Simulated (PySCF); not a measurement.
Radial density of Cu+ (copper, charge +1)

UHF, [Ar] 3d9 4p1, one real determinant (an excited configuration). All numbers are calculated (PySCF 2.14, scalar relativity through the core potential, in aug-cc-pwCVTZ-PP with ECP10MDF). This is the valence pseudo-density: the core potential removes the inner electrons and smooths the orbitals near the nucleus.

```
r (bohr)  4πr²ρ (e/bohr)  4πr²(ρα − ρβ)
 0.00610       1.534e-05         0.0000
  0.0103       4.137e-05         0.0000
  0.0173       0.0001100         0.0000
  0.0290       0.0003920         0.0000
  0.0489        0.003295         0.0003
  0.0822         0.04096         0.0043
   0.138          0.4138         0.0441
   0.232           2.909         0.2745
   0.391           13.43         0.8819
   0.658           22.31         1.1571
    1.11           8.788         0.5441
    1.86           1.405         0.3233
    3.13          0.3839         0.3358
    5.27         0.07539         0.0751
    8.86        0.001483         0.0015
```

⟨L²⟩ = 8.02 against 12 for a pure F term, so this real determinant mixes terms. Energies and moments cover only the electrons outside the core potential.
